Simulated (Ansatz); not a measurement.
The same molecule with X = B, Al, Ga, In. Ansatz, PBE0-D4/def2-TZVP geometries, multiplicity 1. Each molecule was computed in one conformer, which needn't be the lowest.

Elements past krypton have def2 core potentials. Scalar relativity is left out up to krypton.

| X | molecule | mean X–Br bond length / Å | mean X–C bond length / Å | mean X–S bond length / Å | LUMO energy (PBE0/def2-TZVPP) / eV | HOMO–LUMO gap (ωB97M-V/def2-TZVPP) / eV | HOMO energy (B3LYP/def2-TZVPP) / eV |
| --- | --- | --- | --- | --- | --- | --- | --- |
| B | `CB(S)Br` | 1.930 | 1.556 | 1.785 | -1.01 | 11.15 | -7.73 |
| Al | `[CH3][Al]([SH])[Br]` | 2.257 | 1.936 | 2.176 | -0.83 | 10.88 | -7.59 |
| Ga | `[CH3][Ga]([SH])[Br]` | 2.301 | 1.949 | 2.195 | -1.05 | 10.65 | -7.54 |

(1) Give the row for X = In, `[CH3][In]([SH])[Br]`. (An estimate is asked.)

Results:

(1) Ansatz gave: 
| X | molecule | mean X–Br bond length / Å | mean X–C bond length / Å | mean X–S bond length / Å | LUMO energy (PBE0/def2-TZVPP) / eV | HOMO–LUMO gap (ωB97M-V/def2-TZVPP) / eV | HOMO energy (B3LYP/def2-TZVPP) / eV |
| --- | --- | --- | --- | --- | --- | --- | --- |
| In | `[CH3][In]([SH])[Br]` | 2.485 | 2.131 | 2.376 | -1.35 | 10.02 | -7.37 |

From B to In the mean X–Br bond length rises at each step, by 0.555 Å in all; the mean X–C bond length rises at each step, by 0.575 Å in all; the mean X–S bond length rises at each step, by 0.591 Å in all; the LUMO energy (PBE0/def2-TZVPP) isn't monotonic: highest at Al, lowest at In; the HOMO–LUMO gap (ωB97M-V/def2-TZVPP) falls at each step, by 1.13 eV in all; the HOMO energy (B3LYP/def2-TZVPP) rises at each step, by 0.36 eV in all. Bonds lengthen as the atom grows down the group.

B3LYP here is the variant with VWN-RPA as its local correlation; programs differ in this.

Spin–orbit coupling is left out; it splits and shifts lone-pair levels of the heavy atoms by tenths of an eV.
